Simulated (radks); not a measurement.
All-electron atom: neutral antimony in [Kr] 4d10 5s1.5 5p3 6s0.5 (fractional occupations, a model configuration). Calculated with a radial shooting solver on a logarithmic mesh with Libxc functionals: non-relativistic Kohn-Sham, r2SCAN, spin-polarised, spherical densities, point nucleus; open shells are filled with parallel spins first (spin-orbit coupling, left out, can overturn this in heavy ions); meta-GGA in the generalised Kohn-Sham scheme; relativity is left out, which matters for an element this heavy. Some entries of the table are withheld. Estimate them.

orbital  occ.  eigenvalue (eV)  <r^2> (bohr^2)
1s up       1        -29225.25        0.001190
1s down     1        -29225.12        0.001190
2s up       1        -4360.882         0.01944
2s down     1        -4360.875         0.01944
2p up       3        -4082.631         0.01464
2p down     3        -4082.556         0.01464
3s up       1        -860.3388          0.1344
3s down     1        -860.2679          0.1344
3p up       3        -744.4162          0.1294
3p down     3        -744.3187          0.1294
3d up       5        -530.1819          0.1106
3d down     5        -530.0860          0.1105
4s up       1        -144.2408          0.7628
4s down     1        -144.0123          0.7633
4p up       3        -104.6950          0.8559
4p down     3        -104.4722          0.8542
4d up       5              (1)           1.241
4d down     5              (2)           1.207
5s up       1         -15.6494           5.929
5s down   0.5         -11.8967           5.942
5p up       3          -7.9603           8.615
5p down     0          -4.2725           8.561
6s up     0.5          -1.2876           68.20

Answer. 
(1) 4d up eigenvalue (eV): -38.7299
(2) 4d down eigenvalue (eV): -38.3184
